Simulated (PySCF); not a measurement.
BF2I, SMILES FB(F)I.

Geometry: PBE0-D3(BJ)/def2-SVP. The def2 effective core potentials stand for the cores of I; spin–orbit coupling is left out.

Computed with PBE0-D3(BJ)/def2-SVP run with PySCF.

Frequencies are harmonic and unscaled.

Question: List the normal modes with their intensities. (An estimate is asked for; the answer gives what the named calculation found.)

Answer: 
```tsv
mode	ν (cm⁻¹)	IR (km/mol)	moving atoms (share of kinetic energy)
1	262	0.6	F 82 %, B 14 %
2	310	1.1	F 71 %, I 25 %
3	534	30.4	B 85 %, F 14 %
4	611	59.0	F 72 %, B 26 %
5	1215	557.3	B 64 %, F 36 %
6	1478	291.0	B 73 %, F 27 %
```
